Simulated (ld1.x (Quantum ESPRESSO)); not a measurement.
**S (Z = 16): variants of one TM semilocal potential**

Base potential:

ld1.x (Quantum ESPRESSO) 7.5 input, shortened:

```
&input
   title='S', zed=16., rel=1, dft='PZ', iswitch=3,
   config='[Ne] 3s2 3p4'
 /
 &inputp
   pseudotype=1, tm=.true., lloc=0,
   nlcc=.true., rcore=1.20
 /
2
3P  2  1   4.00   0.00  1.50  1.50  0.0
3S  1  0   2.00   0.00  1.45  1.45  0.0
 &test
   configts(1)='3s2 3p4'
 /
```

All-electron outer shells of the reference configuration (LDA (PZ), scalar-relativistic, ld1.x):

```
shell  level (eV)  outermost node (bohr)  outermost maximum (bohr)
   2s     -210.79                   0.13                      0.39
   2p     -156.52                      –                      0.33
   3s      -17.28                   0.60                      1.40
   3p       -7.11                   0.58                      1.59
```

Cutoffs, loose and tight: the cutoffs (Ry, on a coarse ladder) from which the occupation-weighted sum of valence levels, in a spherical-Bessel basis at the reference potential, stays within 10 and 1 mRy of its value at 400 Ry. They do not see the model core or the augmentation charge, which bear on the density cutoff. Test errors are all-electron minus pseudo excitation energies from the reference, over the configurations 3s2 3p3; 3s2 3p2; 3s2 3p1; 3s0 3p6; 3s1 3p4; 3s2 3p3.5; 3s2 3p4.3 (two spin-polarised tests are not counted in the largest error). A dash means not determined; rows that change the core or the reference have their own tests.

A semilocal file is local in each channel, so a ghost entry of none says nothing of the separable form that plane-wave codes build from it.

```tsv
change	outcome	cutoff, loose	cutoff, tight	bound ghosts	largest test error (meV)
base	generated	40 Ry	60 Ry	none	+95
wave 3s (bound): rc 1.45 bohr becomes 3s (bound): rc 0.92 bohr	generated	110 Ry	over 300 Ry	none	+181
wave 3s (bound): rc 1.45 bohr becomes 3s (bound): rc 1.10 bohr	generated	60 Ry	140 Ry	none	+110
wave 3s (bound): rc 1.45 bohr becomes 3s (bound): rc 1.20 bohr	generated	50 Ry	100 Ry	none	+100
wave 3s (bound): rc 1.45 bohr becomes 3s (bound): rc 1.34 bohr	generated	40 Ry	60 Ry	none	+94
wave 3s (bound): rc 1.45 bohr becomes 3s (bound): rc 1.48 bohr	generated	40 Ry	60 Ry	none	+97
wave 3s (bound): rc 1.45 bohr becomes 3s (bound): rc 1.64 bohr	generated	35 Ry	55 Ry	none	+110
wave 3s (bound): rc 1.45 bohr becomes 3s (bound): rc 1.78 bohr	generated	30 Ry	50 Ry	none	+130
wave 3s (bound): rc 1.45 bohr becomes 3s (bound): rc 1.90 bohr	generated	25 Ry	40 Ry	none	+160
wave 3s (bound): rc 1.45 bohr becomes 3s (bound): rc 2.06 bohr	generated	18 Ry	35 Ry	none	+200
wave 3s (bound): rc 1.45 bohr becomes 3s (bound): rc 2.18 bohr	generated	18 Ry	35 Ry	none	+232
```

Reading the sweep of the s radius (base included, trends over the rows without a ghost): The loose cutoff falls from 110 Ry at 0.92 to 18 Ry at 2.18 bohr. A larger radius leaves more room for a smooth pseudo-wave, so fewer plane waves are needed; a smaller one forces it to follow the all-electron wave where it bends sharply. The median size of the test errors (rows with all tests solved) is not monotonic: lowest 3.1 meV at 1.45 bohr, highest 23.3 meV at 2.18 bohr.
